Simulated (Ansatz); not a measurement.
`N[Si]1([AlH2])CO1` → Al• + C• + 6 H• + N• + O• + Si•  (atomization)

Computed with Ansatz on PBE0-D4/def2-TZVP structures; ΔE is electronic, products minus reactants. CCSD(T)/CBS is the MP2 limit (def2-TZVPP, def2-QZVPP) plus CCSD(T) − MP2 in def2-TZVPP, frozen cores. This one scheme is used for every species, atoms too. DFT in def2-TZVPP. B3LYP here is the variant with VWN-RPA as its local correlation; programs differ in this. Open shells (•) are unrestricted, without spin–orbit coupling. Spin–orbit coupling would lower the free atoms: a little for Al, C, O, Si. Each species was taken in one conformer, which may not be the lowest.

`N[Si]1([AlH2])CO1`:

Cartesian coordinates in Å:
```
N -1.393 0.591 1.047
Si -0.159 0.129 -0.034
Al 1.991 -0.295 1.041
C -0.609 -0.515 -1.668
O -0.048 0.841 -1.549
H -1.182 1.099 1.890
H -2.349 0.722 0.757
H 3.093 -1.132 0.267
H 2.293 0.257 2.501
H -1.649 -0.507 -1.997
H 0.012 -1.189 -2.255
```

```tsv
level	ΔE (kJ/mol)	difference from CCSD(T)/CBS
PBE-D4	3783.3	60.0
r2SCAN-D4	3723.6	0.3
PBE0-D4	3701.9	-21.4
B3LYP-D4	3713.4	-9.9
ωB97X-V	3744.6	21.3
ωB97M-V	3729.7	6.4
B2PLYP	3668.0	-55.3
PBE	3760.2	36.9
r2SCAN	3717.9	-5.4
PBE0	3682.2	-41.1
B3LYP	3676.0	-47.3
HF/def2-TZVPP	2568.6	-1154.7
MP2/def2-TZVPP	3661.7	-61.6
SCS-MP2/def2-TZVPP	3658.9	-64.4
CCSD/def2-TZVPP	3538.9	-184.4
CCSD(T)/def2-TZVPP	3601.7	-121.6
HF/def2-QZVPP	2578.4	-1144.9
MP2/def2-QZVPP	3734.8	11.5
SCS-MP2/def2-QZVPP	3741.3	18.0
HF/CBS(def2)	2579.9	-1143.4
MP2/CBS(def2)	3783.2	59.9
CCSD/CBS(def2)	3660.5	-62.8
CCSD(T)/CBS	3723.3	0
```

Largest T1 diagnostic among the species: 0.018.

The D4 term adds +37.3 kJ/mol with B3LYP and +19.7 kJ/mol with PBE0; it sums over pairs of atoms, weighted by their polarisabilities, and B3LYP, whose exchange is more repulsive, gets the larger term. In def2-TZVPP, CCSD(T) changes the Hartree–Fock value by +1033.1 kJ/mol (the triples alone add +62.8 kJ/mol) and MP2 by +1093.1 kJ/mol; breaking electron pairs costs correlation energy, which Hartree–Fock lacks.

For atomizations the MP2-based limit and the directly extrapolated one differ by several kJ/mol either way, and by 10 to 25 for some Ge, Se and Sn compounds, so smaller differences from it don't rank the levels.
